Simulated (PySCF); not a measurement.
**Bromine: a sound run and one with changed settings**

Sound run: Br⁺ [Ar] 3d10 4s2 4p4, Br²⁺ [Ar] 3d10 4s2 4p3. Calculation: PySCF 2.14, in Sapporo-DKH3-DZP-2012 (6s5p3d1f, 43 functions); scalar relativity by spin-free X2C-1e. In the sound run the correlated levels freeze [Ar] 3d10. The sound run starts from symmetry-adapted Hartree-Fock orbitals and uses a fine grid where one is needed.

Changed run: all electrons correlated in a basis built for the valence shell.

```csv
species,method,sound run (hartree),changed run (hartree),converged
Br⁺,MP2,-2604.03409,-2604.65387,yes
Br²⁺,MP2,-2603.27446,-2603.89180,yes
```

Ionisation energy of Br⁺:

```csv
method,sound run (eV),changed run (eV)
UHF,20.235,20.235
MP2,20.671,20.737
SCS-MP2,20.687,20.725
```

A valence basis has no tight correlating functions, so it recovers only part of the core correlation, and not evenly between atom and ion.

For comparison, NIST gives 21.591 eV between the lowest levels.
